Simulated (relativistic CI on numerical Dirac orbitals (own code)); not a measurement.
**Radial parameters of Er XIV**

These numbers are calculated, not measured: Dirac-Coulomb-Breit CI, orbitals from a KLI potential per configuration, model QED (radiative potential, 1s self-energy scaled to tabulated hydrogen-like ionisation energies), unscaled Slater integrals (own radial code, finite nucleus).

Slater integrals F^k, G^k are unscaled and averaged over j, outside the closed core [Ar] 3d10 4p6 4d10; ζ comes from projecting the Hamiltonian with its Breit term on Σ l·s of the shell.

- 4s²4f⁷5s²: F^2(4f,4f) = 163060, F^4(4f,4f) = 104220, F^6(4f,4f) = 75557, ζ(4f) = 3023.1 cm⁻¹; <r>(4f) = 0.6146, <r^2>(4f) = 0.4486 (bohr units).
- 4s²4f⁹: F^2(4f,4f) = 157000, F^4(4f,4f) = 100100, F^6(4f,4f) = 72486, ζ(4f) = 2776.2 cm⁻¹; <r>(4f) = 0.6342, <r^2>(4f) = 0.4791 (bohr units).
- 4s²4f⁸5s: F^2(4f,4f) = 159890, F^4(4f,4f) = 102060, F^6(4f,4f) = 73946, ζ(4f) = 2898.4, G^3(4f,5s) = 33298 cm⁻¹; <r>(4f) = 0.6246, <r^2>(4f) = 0.4643, <r>(5s) = 1.06, <r^2>(5s) = 1.25 (bohr units).

Averages of the first 7 configurations, taken without configuration mixing, which lowers the lowest level and can move excited configurations by several eV; other configurations of the list can lie among them:

```
Configuration  Parity  States  Average energy above the lowest level (eV)
    4s²4f⁷5s²     odd    3432                                        18.9
       4s²4f⁹     odd    2002                                        47.6
     4s²4f⁸5s    even    6006                                        30.6
     4s²4f⁸6s    even    6006                                       151.6
 4s²4f⁵5s²6s²     odd    2002                                       268.4
    4s²4f⁷6s²     odd    3432                                       269.0
       4f⁹5s²     odd    2002                                       942.8
```
